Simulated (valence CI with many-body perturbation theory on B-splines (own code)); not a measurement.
## Questions on Pr⁴⁶⁺

Method: relativistic CI+MBPT: three valence electrons over a frozen Dirac-Fock core [Ne], a basis of 9 s, 9 p, 8 d, 6 f, 3 g, 1 h functions for each j, with the one-electron correlation potential Σ1, the two-electron term Σ2, the three-electron term Σ3, Breit, model QED; selected CI, second order for the rest, scaled by the run's own slope (own B-spline code, finite nucleus).

The last digits are not significant, and no measured levels were compared; by estimate large intervals hold to a few tenths of a per cent, small ones and those within an open d or f shell to about a per cent.

Levels are named by their leading jj configuration (3d3/2^4 stands for four electrons in 3d with j = 3/2), which in mixed levels can hold well under half, so a name can repeat and another be missing.

Rates and lifetimes use the calculated energies. Strong lines usually hold to 10 to 20 %, long lifetimes can be off by a factor of two.

Problem. What is the ground level?

Solution. (3s^2 3p1/2) J=1/2, composition 99 % 3s2 3p 2P°, g = 0.655.

Problem. Among levels below 561.64 eV, which E1 lines absorb most strongly from the ground level?

Solution. to (3s^2 3d3/2) J=3/2 at 4.146 nm, f = 0.369; to (3s 3p1/2 3p3/2) J=1/2 at 4.788 nm, f = 0.184; to (3s 3p1/2 3p3/2) J=3/2 at 4.943 nm, f = 0.113.

Problem. Name the longest-lived excited levels whose lifetime is computed, and their main decay.

Solution. (3s 3p3/2 3d5/2) J=9/2 at 531.18 eV lives 126 ns, mostly by M1 to (3s 3p1/2 3d5/2) J=7/2; (3s^2 3p3/2) J=3/2 at 124.94 eV lives 108 ns, mostly by M1 to (3s^2 3p1/2) J=1/2.

Problem. What are the static dipole polarisabilities of the lowest levels?

Solution. (3s^2 3p1/2) J=1/2 0.00841 bohr³, of which the core gives 0.000126.

Problem. How well does LS coupling describe the low levels?

Solution. Among the lowest 20 levels the leading LS term, summed over configurations, holds 67 % on average. For single configurations the figures are 64 % in LS and 92 % in jj coupling. Terms mix most in the J = 5/2 level at 421.01 eV, where the leading one holds 37 %.

Problem. Where does the other parity begin?

Solution. At (3s 3p1/2^2) J=1/2, 116.68 eV.

Problem. What is the ionisation energy?

Solution. 3834.1 eV; NIST lists 3832 ± 4 eV (theoretical).
